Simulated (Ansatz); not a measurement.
Molecule: BH$_{2}$ (charge 0, doublet). 
Coordinates optimised at B3LYP-D3(BJ)/def2-TZVP (Ansatz, a first-principles code):
```xyz
3

B      0.1441    -0.0062    -0.0077
H     -0.4073    -1.0572    -0.0004
H     -0.3134     1.0880     0.0389
```
Charge 0, spin multiplicity 2.

Parts of the frozen-core correlation energy in cc-pVDZ (Ansatz, hartree). Frozen orbitals: 1; correlated occupied orbitals by spin: 3 and 2; virtual: 20 and 21. Open shells are spin-unrestricted. Spin-orbit coupling is left out. No relativistic terms.

```csv
term,value
reference (HF),-25.75291
MP2 opposite-spin,-0.05876
MP2 same-spin,-0.00757
CCSD correlation,-0.08611
(T),-0.00116
CCSDT minus CCSD(T),-0.00037
CCSDT(Q) minus CCSD(T),-0.00038
T1 diagnostic,0.008
largest doubles amplitude,0.050
<S^2> of the reference,0.753
```
